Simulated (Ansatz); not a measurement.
Li8H8⁻. The state is a doublet with charge -1. Geometry r2SCAN-D4/def2-SVPD, basis def2-TZVPD, Ansatz.

```xyz
16

Li   -1.232    3.081    1.356
Li   -1.544    0.288    0.910
Li    1.258   -2.412   -3.063
Li    1.365    0.453   -3.423
Li    0.168    1.185   -0.708
Li   -1.015    1.499    3.436
Li    0.395   -0.878    2.029
Li    0.623   -2.341   -0.053
H    -1.386    1.892    0.083
H     1.014   -2.488    1.692
H    -0.106   -0.528    0.099
H    -1.769    3.014    3.006
H     0.922    1.583   -2.260
H     1.601   -1.103   -4.140
H     0.875   -3.176   -1.614
H    -1.168   -0.068    2.649
```

```csv
run,HOMO (eV),LUMO (eV)
A,-1.07,2.71
B,0.61,1.48
C,0.29,1.79
D,0.65,1.65
E,0.67,1.27
```

LC-ωPBE has ω = 0.4 bohr⁻¹. HSE06 is defined as in plane-wave codes, on full-range PBE exchange. Another isomer (doublet) lies 1.36 eV lower at PBE0-D4/def2-TZVPD; other spin states weren't run for this one.

HOMO and LUMO are taken over both spins.

Q: The runs used HSE06, LC-ωPBE, PBE, PBE0, r2SCAN. Estimate which is which.

A: A LC-ωPBE (range-separated); B HSE06 (range-separated); C PBE0 (25 % exact exchange); D r2SCAN (0 % exact exchange); E PBE (0 % exact exchange). Exact exchange lowers occupied and raises empty levels; among semilocal functionals meta-GGAs tend to open the gap a little, and such runs are hard to tell apart. The gap grows from 0.59 eV (PBE) to 3.78 eV (LC-ωPBE). At HSE06-D4/def2-TZVPD, PBE0-D4/def2-TZVPD, r2SCAN-D4/def2-TZVPD, PBE-D4/def2-TZVPD the highest occupied level of the charge -1 doublet lies above zero (up to 0.67 eV). It is a level of α spin, whose loss leaves a singlet; that state wasn't run at this geometry and level. The electron is either unbound and held by the finite basis, or the level is raised by self-interaction error.
